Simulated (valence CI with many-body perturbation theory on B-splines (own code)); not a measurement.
Energy levels of Pt⁴⁷⁺

Computed by valence CI with perturbative core correlation (CI+MBPT): three valence electrons over a frozen Dirac-Fock core [Ar] 3d10, radial functions for each j: 11 s, 11 p, 10 d, 8 f, 5 g, 2 h, with the one-electron correlation potential Σ1, the two-electron term Σ2, the three-electron term Σ3, Breit, model QED; selected CI, second order for the rest, scaled by the run's own slope (own B-spline code, finite nucleus).

The last digits are not significant, and no measured levels were compared; by estimate large intervals hold to a few tenths of a per cent, small ones and those within an open d or f shell to about a per cent.

Levels 136 to 180 of 180, with energies above the lowest level, (4s^2 4p1/2) J=1/2. "Leading %" is the weight of the configuration and term that name the level; weights of strongly mixed levels are sums over their largest components and can fall short. In the jj column 3d3/2^4 stands for four electrons in 3d with j = 3/2. Lifetimes count E1, E2, E3, M1 and M2 decay at the calculated energies, and are blank where another channel may lead or the interval is too uncertain; long ones can be off by a factor of two.

```tsv
No.	Configuration	Term	J	E (eV)	Leading %	Lifetime	Second component	g	Leading jj
136	4p²4f	²P°	1/2	864.42	58	1.12 ps	38 % 4p²4f ⁴D°	0.408	4p1/2 4p3/2 4f5/2 (95 %)
137	4p²4f	²F°	7/2	866.16	22	787 fs	20 % 4p4d² ⁴D°	1.191	4p1/2 4p3/2 4f5/2 (35 %)
138	4p²4f	²P°	3/2	867.78	30	1.32 ps	16 % 4p4d² ⁴P°	1.307	4p1/2 4p3/2 4f7/2 (48 %)
139	4p²4f	²D°	5/2	868.89	22	1.28 ps	19 % 4p²4f ²F°	1.108	4p1/2 4p3/2 4f7/2 (51 %)
140	4p4d²	²H°	9/2	879.85	25	1.07 ps	16 % 4p²4f ²G°	1.047	4p1/2 4d5/2^2 (44 %)
141	4p4d²	²F°	5/2	879.91	25	1.14 ps	24 % 4p²4f ²F°	0.977	4p1/2 4d5/2^2 (47 %)
142	4p²4f	²P°	3/2	880.91	20	1.05 ps	18 % 4p²4f ²D°	1.125	4p1/2 4d5/2^2 (48 %)
143	4p4d²	²F°	7/2	883.20	20	721 fs	15 % 4p²4f ²F°	1.102	4p1/2 4d5/2^2 (38 %)
144	4p4d²	²P°	1/2	884.59	71	1.26 ps	19 % 4p4d² ⁴D°	0.661	4p1/2 4d5/2^2 (94 %)
145	4s4d4f	⁴H°	7/2	905.72	86	850 fs	10 % 4s4d4f ²G°	0.697	4s 4d3/2 4f5/2 (99 %)
146	4s4d4f	⁴H°	9/2	910.41	61	777 fs	18 % 4s4d4f ²H°	0.988	4s 4d3/2 4f5/2 (85 %)
147	4s4d4f	⁴F°	3/2	911.08	70	619 fs	22 % 4s4d4f ²D°	0.546	4s 4d3/2 4f5/2 (92 %)
148	4s4d4f	⁴F°	5/2	911.69	44	627 fs	21 % 4s4d4f ²D°	1.017	4s 4d3/2 4f5/2 (87 %)
149	4s4d4f	⁴G°	7/2	916.56	29	613 fs	16 % 4s4d4f ⁴F°	1.013	4s 4d3/2 4f5/2 (68 %)
150	4s4d4f	²G°	7/2	918.29	36	718 fs	32 % 4s4d4f ⁴F°	1.051	4s 4d3/2 4f7/2 (87 %)
151	4s4d4f	⁴F°	9/2	918.86	30	721 fs	21 % 4s4d4f ⁴G°	1.159	4s 4d3/2 4f7/2 (89 %)
152	4s4d4f	⁴G°	5/2	920.08	70	511 fs	14 % 4s4d4f ²F°	0.701	4s 4d3/2 4f5/2 (93 %)
153	4s4d4f	⁴H°	11/2	921.75	76	916 fs	13 % 4s4d4f ²H°	1.135	4s 4d3/2 4f7/2 (77 %)
154	4s4d4f	⁴F°	5/2	923.02	24	670 fs	22 % 4s4d4f ⁴P°	1.218	4s 4d3/2 4f7/2 (86 %)
155	4s4d4f	⁴D°	3/2	924.00	28	600 fs	23 % 4s4d4f ²P°	1.269	4s 4d3/2 4f5/2 (85 %)
156	4s4d4f	⁴D°	7/2	925.16	26	594 fs	20 % 4s4d4f ²F°	1.157	4s 4d3/2 4f7/2 (74 %)
157	4s4d4f	²H°	9/2	926.09	57	822 fs	15 % 4s4d4f ⁴H°	0.993	4s 4d3/2 4f7/2 (74 %)
158	4s4d4f	⁴D°	1/2	926.62	63	544 fs	23 % 4s4d4f ²P°	0.428	4s 4d3/2 4f5/2 (87 %)
159	4s4d4f	⁴P°	5/2	928.63	34	588 fs	19 % 4s4d4f ²F°	1.226	4s 4d3/2 4f7/2 (85 %)
160	4s4d4f	²D°	3/2	930.47	36	586 fs	15 % 4s4d4f ²P°	1.068	4s 4d3/2 4f7/2 (80 %)
161	4s4d4f	⁴G°	9/2	938.40	41	1.35 ps	31 % 4s4d4f ²G°	1.106	4s 4d5/2 4f5/2 (81 %)
162	4s4d4f	⁴H°	13/2	940.12	100	2.57 ps		1.226	4s 4d5/2 4f7/2 (100 %)
163	4s4d4f	⁴G°	7/2	940.61	30	1.11 ps	21 % 4s4d4f ⁴D°	1.160	4s 4d5/2 4f5/2 (87 %)
164	4s4d4f	⁴D°	5/2	941.63	37	1.10 ps	20 % 4s4d4f ²D°	1.154	4s 4d5/2 4f5/2 (82 %)
165	4s4d4f	⁴G°	11/2	942.77	52	1.47 ps	21 % 4s4d4f ²H°	1.199	4s 4d5/2 4f5/2 (53 %)
166	4p4d²	⁴F°	3/2	943.49	23	383 fs	16 % 4p4d² ⁴D°	0.905	4p3/2 4d3/2^2 (72 %)
167	4s4d4f	⁴F°	9/2	943.91	59	1.44 ps	25 % 4s4d4f ²G°	1.240	4s 4d5/2 4f7/2 (92 %)
168	4s4d4f	²G°	7/2	944.30	42	1.03 ps	13 % 4s4d4f ⁴D°	1.002	4s 4d5/2 4f5/2 (58 %)
169	4s4d4f	⁴D°	3/2	945.80	36	641 fs	14 % 4s4d4f ⁴P°	1.111	4s 4d5/2 4f5/2 (68 %)
170	4s4d4f	⁴P°	1/2	947.01	77	1.04 ps	16 % 4s4d4f ⁴D°	2.127	4s 4d5/2 4f5/2 (93 %)
171	4s4d4f	²F°	5/2	947.29	41	1.13 ps	21 % 4s4d4f ²D°	0.991	4s 4d5/2 4f5/2 (66 %)
172	4p4d²	⁴D°	1/2	948.38	69	329 fs	17 % 4p4d² ²P°	0.360	4p3/2 4d3/2^2 (87 %)
173	4s4d4f	²H°	11/2	948.44	71	2.17 ps	13 % 4s4d4f ⁴G°	1.115	4s 4d5/2 4f7/2 (80 %)
174	4s4d4f	²F°	7/2	948.53	55	1.40 ps	12 % 4s4d4f ²G°	1.115	4s 4d5/2 4f7/2 (68 %)
175	4s4d4f	²D°	3/2	949.04	43	1.24 ps	33 % 4s4d4f ⁴P°	1.118	4s 4d5/2 4f5/2 (68 %)
176	4p4d²	⁴F°	5/2	950.77	31	363 fs	12 % 4p4d² ²F°	1.100	4p3/2 4d3/2^2 (62 %)
177	4s4d4f	²D°	5/2	953.29	26	900 fs	26 % 4s4d4f ⁴P°	1.254	4s 4d5/2 4f7/2 (67 %)
178	4s4d4f	²P°	1/2	953.78	72	1.14 ps	8 % 4p²4f ⁴D°	0.584	4s 4d5/2 4f5/2 (73 %)
179	4s4d4f	²G°	9/2	954.06	46	982 fs	22 % 4s4d4f ²H°	1.061	4s 4d5/2 4f5/2 (51 %)
180	4s4d4f	²P°	3/2	955.25	40	1.18 ps	30 % 4s4d4f ²D°	1.153	4s 4d5/2 4f7/2 (68 %)
```

Where two levels of one J and parity lie close, their mixing, g and order are uncertain.
